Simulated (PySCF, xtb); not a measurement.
(2R)-1-silyloxypropan-2-ol (C3H10O2Si), SMILES C[C@@H](O)CO[SiH3]. The values are those of a single conformer.

Harmonic wavenumbers (cm⁻¹) from GFN2-xTB in xtb at its own minimum, in rising order: 27, 83, 133, 171, 208, 230, 352, 383, 443, 574, 600, 634, 744, 799, 820, 839, 877, 935, 973, 1038, 1088, 1129, 1165, 1211, 1240, 1298, 1331, 1353, 1396, 1471, 1485, 1489, 2223, 2256, 2346, 2910, 2930, 2946, 3036, 3044, 3048, 3507.

Q: What does B3LYP-D3(BJ)/def2-SVP run with PySCF give at its own minimum? (Estimate from the structure and the level; the computed values follow.)

A: 38, 93, 138, 161, 236, 258, 376, 420, 466, 600, 716, 728, 821, 848, 932, 942, 961, 977, 989, 1042, 1105, 1149, 1169, 1269, 1304, 1357, 1390, 1403, 1421, 1462, 1475, 1483, 2209, 2214, 2263, 2994, 3032, 3046, 3050, 3115, 3133, 3769. Paired by order, the mean absolute difference is 51 cm⁻¹ and the zero-point energies are 78.3 and 80.8 kcal/mol.
